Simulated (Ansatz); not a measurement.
An input meant for VO₂F₂²⁻, that is [VO2F2]- with one electron more (charge -2, doublet).

```yaml
crystal:
  periodic: [false, false, false]
  atoms:
    - {symbol: V, position_ang: [0.041117, -0.000196, 0.028699]}
    - {symbol: O, position_ang: [0.057185, -0.016181, 1.652928]}
    - {symbol: O, position_ang: [1.571376, 0.008474, -0.516156]}
    - {symbol: F, position_ang: [-0.837997, 1.472262, -0.568254]}
    - {symbol: F, position_ang: [-0.831690, -1.464359, -0.597217]}
basis:
  gaussian: {orbitals: def2-TZVP}
total_charge: -2
magnetization: {spin_polarized: true, initial_magnetization: 1}
hamiltonian: {xc: {name: HF}}
correlation: {active_space: {window: {electrons: 6, orbitals: 2}}}
scf: {omitted_lower_state_checks: [starts]}
```

```sh
$ ansatz run in.yaml --threads 4 --pin off --events-out ev --progress --plain --max-ram 3916MiB
```

It prints (some lines left out):

```
Error: invalid value for `correlation.active_space`: it starts from restricted Hartree–Fock orbitals; set hamiltonian.xc: hf without magnetization.spin_polarized
```

A multiply charged anion in the gas phase is held together partly by the finite basis. The highest occupied level of an anion often lies above zero with these methods, and sets without diffuse functions describe the outer electron poorly.
